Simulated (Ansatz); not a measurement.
C3H5N, SMILES `[H]/N=C\C=C` (C–C–C–N torsion 180°) (charge 0, multiplicity 1).

Level of theory: frozen-core CCSD(T)/cc-pVTZ // B3LYP-D3(BJ)/def2-TZVP (Ansatz, a quantum-chemistry and plane-wave program).

Ansatz 0.2 input:
```yaml
crystal:
  periodic: [false, false, false]
  atoms:
    - { symbol: C, position_ang: [1.490547, 0.063737, 0.264945] }
    - { symbol: C, position_ang: [0.285385, -0.371263, -0.097568] }
    - { symbol: C, position_ang: [-0.921936, 0.445606, 0.02421] }
    - { symbol: N, position_ang: [-2.107551, 0.115383, -0.29453] }
    - { symbol: H, position_ang: [2.374578, -0.551896, 0.168228] }
    - { symbol: H, position_ang: [1.627269, 1.059116, 0.671459] }
    - { symbol: H, position_ang: [0.15865, -1.370611, -0.504988] }
    - { symbol: H, position_ang: [-0.773355, 1.447176, 0.435857] }
    - { symbol: H, position_ang: [-2.133587, -0.837246, -0.667611] }
basis:
  gaussian: { orbitals: cc-pVTZ }
correlation:
  method: ccsd_t
```

Output:

```
Functional definition: HF
1090 factors; integrals over basis functions are off by at most 9.8e-4 eV
mean field evaluation 1: about -4649.8051 eV, gradient 3.3e1 eV
mean field evaluation 2: about -4649.8097 eV, gradient 3.3e1 eV
mean field evaluation 4: about -4652.6497 eV, gradient 4.5e0 eV
mean field evaluation 8: about -4652.7149 eV, gradient 1.6e-1 eV
mean field evaluation 16: about -4652.7047 eV, gradient 1.5e0 eV
mean field -4652.71513372 eV, -170.9841274405 hartree, gradient 4.3e-6 eV, S^2 0.000000; 0 other end points of the search recorded, 0 dependent functions left out; unrestricted orbitals would lower it
4 core orbitals not correlated
reference -4652.71513372 eV, -170.9841274405 hartree; 11, 11 occupied and 175, 175 virtual orbitals, 1090 factors
second order -18.63996581 eV of doubles, -0.00000000 eV of singles
cycle   1  -18.80799759 eV  change   -1.7e-1 eV  update   9.7e-2
cycle   2  -19.30922626 eV  change   -5.0e-1 eV  update   3.2e-2
cycle   3  -19.42925308 eV  change   -1.2e-1 eV  update   1.6e-2
cycle   4  -19.42399837 eV  change    5.3e-3 eV  update   4.5e-3
cycle   5  -19.42467803 eV  change   -6.8e-4 eV  update   2.0e-3
cycle   6  -19.42550475 eV  change   -8.3e-4 eV  update   5.5e-4
cycle   7  -19.42535214 eV  change    1.5e-4 eV  update   2.8e-4
cycle   8  -19.42529201 eV  change    6.0e-5 eV  update   9.9e-5
cycle   9  -19.42530772 eV  change   -1.6e-5 eV  update   3.9e-5
cycle  10  -19.42529604 eV  change    1.2e-5 eV  update   1.3e-5
perturbative correction -0.92042081 eV, -0.0338248410 hartree
Total energy: -4673.06085057 eV, -171.7318187440 hartree
```
